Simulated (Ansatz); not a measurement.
Reaction (ligand exchange at the Al–O bond): `[OH][Al]([F])[Br]` + CH₃OH → `C[O][Al]([F])[Br]` + H₂O

Calculated with Ansatz (gas phase, PBE0-D4/def2-TZVP geometries, no zero-point term in ΔE). CCSD(T)/CBS is the MP2 limit (def2-TZVPP, def2-QZVPP) plus CCSD(T) − MP2 in def2-TZVPP, frozen cores. This one scheme is used for every species. DFT in def2-TZVPP. For Br outer-core shells are correlated without core-valence functions, which leaves a few kJ/mol of doubt a bond. Scalar relativity is left out up to krypton. Each species was taken in one conformer, which may not be the lowest.

Problem. Is it downhill or uphill in electronic energy at CCSD(T)/CBS, and by how much? (An estimate is asked.)

Solution. Ansatz gave: Nearly level: ΔE = -0.2 kJ/mol.

Problem. What do these levels give: PBE-D4, B97M-V, BHLYP, LC-ωPBE, HF/def2-SVP, SCS-MP2/def2-QZVPP? (Best estimate.)

Solution. The calculation gave: PBE-D4 2.9, B97M-V 3.3, BHLYP 3.8, LC-ωPBE 4.2, HF/def2-SVP 1.3, SCS-MP2/def2-QZVPP 0.5 kJ/mol.

Largest T1 diagnostic among the species: 0.010.

Leaving LDA and LC-ωPBE aside and taking each functional with its dispersion term where it has one, the values, not all of them listed here, spread over 3.4 kJ/mol, from BHLYP-D4 to B97M-V. LDA lies −3.0 kJ/mol from PBE without D4. The D4 term adds −4.2 kJ/mol with B3LYP and −2.5 kJ/mol with PBE0; it sums over pairs of atoms, weighted by their polarisabilities, and B3LYP, whose exchange is more repulsive, gets the larger term.

B3LYP here is the variant with VWN-RPA as its local correlation; programs differ in this.
